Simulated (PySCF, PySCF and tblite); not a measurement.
A run on one conformer of C9H16O, numbered as in [CH3:1][CH2:2][O:3][CH:4]1[CH2:5][CH2:6][CH:7]=[CH:8][CH2:9][CH2:10]1, from an ensemble study. The sound level was B3LYP/6-31G* on GFN2-xTB geometries.

Input:

```
{"job": {"xc": "B3LYP", "basis": "6-31G*", "scf": {"conv": 0.01, "max_cycle": 85}, "kind": "nmr", "pop": false}, "charge": 0, "multiplicity": 1}
C      3.862108    -0.618596    -0.253667
C      2.607603     0.123406     0.181029
O      1.490410    -0.543726    -0.358146
C      0.241335     0.110314    -0.194957
C     -0.328235    -0.117599     1.210465
C     -1.597287     0.695147     1.493216
C     -2.821030     0.080306     0.884607
C     -2.994114    -0.082399    -0.417241
C     -1.988170     0.326688    -1.450168
C     -0.660684    -0.425706    -1.308920
H      4.742883    -0.131331     0.155392
H      3.821463    -1.644648     0.100361
H      3.928379    -0.631157    -1.337915
H      2.556695     0.153517     1.280311
H      2.633873     1.163741    -0.183361
H      0.386431     1.195803    -0.344609
H     -0.530199    -1.182284     1.340216
H      0.436669     0.167565     1.936642
H     -1.458829     1.708150     1.102143
H     -1.733027     0.772161     2.573087
H     -3.584642    -0.254401     1.572810
H     -3.898371    -0.549026    -0.782495
H     -2.394471     0.134588    -2.444054
H     -1.793878     1.400801    -1.371619
H     -0.848470    -1.484911    -1.129151
H     -0.097488    -0.343789    -2.240702
```

Command: OMP_NUM_THREADS=1 python ens_run.py task.json out

Output:

```
final grid: 198032 points
cycle   1  E = -427.6495994690  dE =  1.166e+00  |g| = 7.457e-01  |ddm| = 4.490e+00
cycle   2  E = -427.5465529649  dE =  1.030e-01  |g| = 1.042e+00  |ddm| = 2.080e+00
cycle   3  E = -427.7771164655  dE = -2.306e-01  |g| = 1.325e-01  |ddm| = 1.367e+00
cycle   4  E = -427.7803229240  dE = -3.206e-03  |g| = 4.535e-02  |ddm| = 1.585e-01
converged SCF energy = -427.7803229240

GIAO shielding tensors (ppm)
atom      isotropic    diamagn.    paramagn.     s11        s22        s33       span
  0 C      174.169     247.796     -73.627    159.545    173.210    189.753     30.208
  1 C      126.868     242.434    -115.566     92.716    117.785    170.103     77.387
  2 O      262.086     391.718    -129.633    229.666    250.855    305.736     76.070
  3 C      107.232     241.941    -134.709     85.175     91.331    145.190     60.015
  4 C      159.870     249.338     -89.468    147.309    159.534    172.766     25.457
  5 C      166.154     248.873     -82.718    155.860    168.284    174.320     18.461
  6 C       66.640     251.284    -184.644    -38.900     72.049    166.772    205.672
  7 C       66.343     250.933    -184.590    -39.104     70.567    167.566    206.670
  8 C      166.028     248.596     -82.567    156.117    167.290    174.678     18.562
  9 C      155.580     248.092     -92.512    149.920    152.217    164.601     14.681
 10 H       31.602      28.501       3.101     27.847     29.418     37.543      9.696
 11 H       31.326      30.034       1.291     27.786     30.067     36.124      8.338
 12 H       31.248      29.949       1.299     27.817     30.030     35.896      8.079
 13 H       28.573      31.544      -2.971     23.277     29.636     32.806      9.529
 14 H       29.243      31.325      -2.082     25.206     29.001     33.523      8.317
 15 H       29.899      34.121      -4.222     27.586     30.546     31.564      3.978
 16 H       32.027      33.858      -1.832     28.760     30.823     36.498      7.739
 17 H       30.558      33.567      -3.009     25.307     32.052     34.314      9.007
 18 H       30.965      32.521      -1.556     28.081     28.883     35.931      7.849
 19 H       30.195      30.117       0.078     25.121     29.256     36.208     11.087
 20 H       26.415      27.143      -0.728     24.543     26.575     28.128      3.585
 21 H       26.268      26.964      -0.696     24.153     26.586     28.065      3.912
 22 H       30.205      29.681       0.523     25.258     29.042     36.314     11.056
 23 H       30.858      32.240      -1.382     27.865     28.809     35.901      8.036
 24 H       31.722      33.509      -1.788     28.415     30.797     35.953      7.539
 25 H       30.808      32.622      -1.814     26.323     31.381     34.721      8.398
```

Task: What is wrong with this calculation, and what did it do to the result?

Result: The setting at fault: SCF threshold far too loose. Its loose threshold was met, which isn't self-consistency. Shieldings averaged over the conformers (ppm), as run and sound:
```tsv
atoms	as run	sound
C1	174.1	174.9
C2	127.3	128.2
O3	276.1	274.9
C4	112.5	112.6
C5/C10	158.6	158.5
C6/C9	167.6	167.3
C7/C8	65.7	65.2
H1	31.3	31.3
H2	28.9	28.7
H4	29.3	28.7
H5a/H10a	31.1	30.6
H5b/H10b	31.2	30.7
H6b/H9b	30.8	30.5
H6a/H9a	30.1	29.8
H7/H8	26.4	26.5
```
